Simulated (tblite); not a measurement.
Input of a run (GFN2-xTB geometry optimisation, gas phase (tblite 0.8.0)), started from a force field or distance geometry:
```
{"job": {"kind": "relax", "xc": "GFN2-xTB", "basis": "xTB"}, "charge": 0, "multiplicity": 1}
C     -1.533000     0.654300     0.062100
C     -1.168700    -0.582100    -0.200100
C      0.240600    -1.014100    -0.219800
O      0.568000    -2.208300    -0.478500
Si     1.540000     0.238800     0.110600
H     -0.818300     1.457000     0.264500
H     -2.572500     0.962600     0.081100
H     -1.924000    -1.344100    -0.383600
H      1.032000     1.205000     1.113600
H      2.726300    -0.375900     0.709900
H      1.914900     1.009500    -1.085700
```

Output (eV, eV/Å):
```
step      E/eV     max force
  0    -413.63840    3.611
  1    -413.72142    3.403
  2    -413.80377    0.522
  3    -413.81303    0.338
  4    -413.83020    0.403
  5    -413.83715    0.331
  6    -413.84487    0.208
  7    -413.85079    0.244
  8    -413.85884    0.307
  9    -413.86689    0.309
 10    -413.87455    0.211
 11    -413.87982    0.194
 12    -413.88284    0.172
 13    -413.88531    0.146
 14    -413.88765    0.135
 15    -413.88952    0.123
 16    -413.89095    0.102
 17    -413.89198    0.097
 18    -413.89278    0.085
 19    -413.89350    0.078
 20    -413.89415    0.091
 21    -413.89468    0.076
 22    -413.89513    0.050
 23    -413.89550    0.048
 24    -413.89578    0.041
 25    -413.89599    0.042
 26    -413.89622    0.048
 27    -413.89650    0.050
 28    -413.89678    0.039
 29    -413.89696    0.031
 30    -413.89707    0.034
 31    -413.89719    0.034
 32    -413.89740    0.045
 33    -413.89772    0.062
 34    -413.89816    0.066
 35    -413.89870    0.081
 36    -413.89936    0.098
 37    -413.90013    0.085
 38    -413.90084    0.080
 39    -413.90133    0.078
 40    -413.90171    0.077
 41    -413.90217    0.078
 42    -413.90290    0.098
 43    -413.90403    0.146
 44    -413.90549    0.164
 45    -413.90700    0.129
 46    -413.90824    0.086
 47    -413.90856    0.116
 48    -413.90906    0.055
 49    -413.90939    0.042
 50    -413.90956    0.040
 51    -413.91008    0.057
 52    -413.91048    0.063
 53    -413.91101    0.053
 54    -413.91131    0.032
 55    -413.91151    0.039
 56    -413.91167    0.038
 57    -413.91184    0.033
 58    -413.91193    0.017
 59    -413.91196    0.009
```

Question: Summarise the run.

Answer: The energy falls by 6.3 kcal/mol over 59 L-BFGS steps, the largest force on an atom goes from 3.61 to 0.009 eV/Å, and the atoms move by 0.282 Å rms after alignment. The bond that changes most is C3–Si5 (carbonyl carbon to SiH3 silicon), which lengthens by 0.091 Å. Bonds longer at the end by more than 0.005 Å: 2 of 10; shorter: 6. Among the angles that change most is H9–Si5–H10, from 105.9° to 111.8°. Among the dihedrals that turn most is O4–C3–Si5–H10, from -30° to -4°. The energy never rose by more than 1e-5 eV on the way. The first step brought 30 % of the lowering.

Question: What are the final bond lengths?

Answer: C1=C2 1.326 Å, C2–C3 1.475 Å, C3=O4 1.217 Å, C3–Si5 1.927 Å, C1–H6 1.078 Å, C1–H7 1.078 Å, C2–H8 1.084 Å, Si5–H9 1.465 Å, Si5–H10 1.457 Å, Si5–H11 1.465 Å. Numbering counts from 1 in the input's order; the species is `C=CC(=O)[SiH3]`.

On Intel Xeon at 2.50 GHz, one thread, no GPU, shared host with 64 logical CPUs at a one-minute load of 55, this took 0.6 s wall.

Its GFN2-xTB frequencies are all real (lowest 64 cm⁻¹). The numbers are those of one conformer. 2 starts were optimised and ended at 0.00 and 0.89 kcal/mol (GFN2-xTB); the lowest of these is shown.

The numbers are calculated, not measured.
